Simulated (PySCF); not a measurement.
Species: C4H8O3Si.
Cartesian coordinates in Å at the GFN2-xTB level; atoms count from 1:
```xyz
16
C4H8O3Si angstrom
C      2.7024    1.1040   -0.6206
C      1.5442    0.4682   -0.5505
Si     1.0336   -0.6562    0.8741
O     -0.2996   -1.5531    0.5520
C     -1.6055   -1.2018    0.3114
C     -1.8769    0.2732    0.4864
O     -1.0427    1.0880    0.7684
O     -3.1606    0.5756    0.2902
H      3.4390    1.0122    0.1606
H      2.9743    1.7401   -1.4500
H      0.8439    0.6024   -1.3686
H      1.9286   -1.8103    0.9680
H      0.9786    0.0642    2.1454
H     -2.2692   -1.7499    0.9950
H     -1.8883   -1.4759   -0.7158
H     -3.3095    1.5283    0.4101
```

The calculation used TDDFT PBE0/def2-SVPD, vertical, gas phase, core orbitals frozen in the response (PySCF 2.14.0, density-fitted response routines).

List the vertical singlet excitations with oscillator strengths and describe the spectrum.

```tsv
state	E (eV)	E (kJ/mol)	λ (nm)	f	main configurations (H = HOMO, L = LUMO)
S1	5.96	575	207.9	0.0003	H-2→L (60%), H→L (13%), H-3→L (11%)
S2	6.28	606	197.5	0.022	H→L (67%), H-1→L (23%)
S3	6.37	615	194.5	0.0013	H-1→L (40%), H-1→L+1 (30%), H→L (15%)
S4	6.61	638	187.5	0.015	H-1→L+1 (56%), H-1→L (30%)
S5	6.86	662	180.8	0.114	H→L+1 (66%), H-2→L+1 (19%)
S6	6.99	675	177.3	0.017	H→L+2 (48%), H→L+3 (42%)
S7	7.05	680	175.8	0.0052	H→L+2 (43%), H→L+3 (41%), H→L+4 (14%)
S8	7.31	705	169.7	0.023	H-1→L+2 (61%), H-1→L+3 (26%)
```

Triplets (Tamm–Dancoff): T1 4.25 eV, H→L+1 (68%), H→L (14%); T2 5.47 eV, H-2→L (59%), H-3→L (16%); T3 5.86 eV, H-1→L+1 (60%), H-1→L (24%).

The lowest singlet comes at 208 nm (575 kJ/mol) in the ultraviolet; it is dark (f under 0.0005); its leading configuration is HOMO-2→LUMO (60%). The most intense listed level is S5 at 6.86 eV (181 nm, f = 0.114), 0.89 eV above S1. Löwdin shares by element: HOMO carbon 63% or more, silicon 11%, hydrogen 7% or more (atoms not listed hold the other 19%); LUMO carbon 43% or more, oxygen 37% or more (atoms not listed hold the other 20%). The oscillator strengths of these states sum to 0.198; summed over the whole spectrum of an exact calculation they would give the number of electrons, 70 (Thomas–Reiche–Kuhn). Weighted by f, the mean energy of these states is 6.84 eV. Orbital energies (eV): HOMO-3 -9.28, HOMO-2 -8.33, HOMO-1 -8.06, HOMO -7.59, LUMO -0.45, LUMO+1 -0.06, LUMO+2 0.15. Only the lowest 8 singlets were computed, as vertical energies without vibronic structure.

One conformer stands for the species.
